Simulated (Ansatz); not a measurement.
The first iterations of a band of CH2FNSi (6 atoms, charge 0, multiplicity 1).

Computed with RKS PBE/def2-SVP in Ansatz 0.2.0.

```json
{"movable images": "5", "climbing image": "yes", "spring": "5.0 eV/Å²", "optimiser": "quadratic models (default)", "start path": "through a guess of the saddle point", "force threshold": "0.05 eV/Å", "iteration limit": "10", "end points": "relaxed"}
```

Initial state:

```xyz
6
Properties=species:S:1:pos:R:3
N 1.591 -0.124 -0.754
C 0.518 -0.030 -0.193
Si -1.296 0.408 -0.128
F -2.077 -1.020 0.189
H 2.490 -0.378 -0.318
H -1.226 1.144 1.204
```

Final state:

```xyz
6
Properties=species:S:1:pos:R:3
N 1.747 -0.275 -0.136
C 0.569 -0.092 0.060
Si -1.225 0.399 -0.165
F -2.089 -0.992 0.099
H 2.328 -0.238 -0.984
H -1.330 1.200 1.126
```

| iteration | highest image above the first end (eV) | largest band force component (eV/Å) |
| --- | --- | --- |
| 1 | 1.490 | 4.686 |
| 2 | 1.087 | 2.018 |
| 3 | 0.627 | 2.130 |

Task: Does the band converge within its limit, and where does its top end?

Result: The run ended unconverged. It ended after 10 iterations with the highest image 0.100 eV above the first end. The band didn't meet its force threshold, so its energies are provisional: the largest band force was still 0.12 eV/Å, and over the last iterations the top stayed at 0.11 eV.

Time of the run: 82 s on 1 thread of Intel(R) Xeon(R) Platinum 8259CL CPU @ 2.50GHz (Skylake/Cascade Lake), on a shared host, peak memory 0.24 GiB.
